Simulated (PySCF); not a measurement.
iodoethene (C2H3I), SMILES C=CI. The structure is a stationary point at PBE-D3(BJ)/def2-TZVP. The def2 effective core potentials stand for the cores of I; spin–orbit coupling is left out.

Method: PBE-D3(BJ)/def2-TZVP in PySCF 2.14.0.

Harmonic wavenumbers (cm⁻¹): 302, 532, 541, 887, 940, 968, 1216, 1362, 1599, 3069, 3134, 3163. Rotational constants (GHz): 53.33, 3.213, 3.030; symmetry number 1.

Work out the zero-point energy and the ideal-gas rigid-rotor harmonic-oscillator thermochemistry at 298.15 K and 1 atm.

ZPE = ½ Σ hcν = ½ × 17714 cm⁻¹ = 25.32 kcal/mol. H − E(el) = 28.31 kcal/mol. Entropy in cal/(mol K): translation 41.00, rotation 23.94, vibration 2.99, total 67.94. G − E(el) = 8.06 kcal/mol. Cp = 13.70 cal/(mol K).
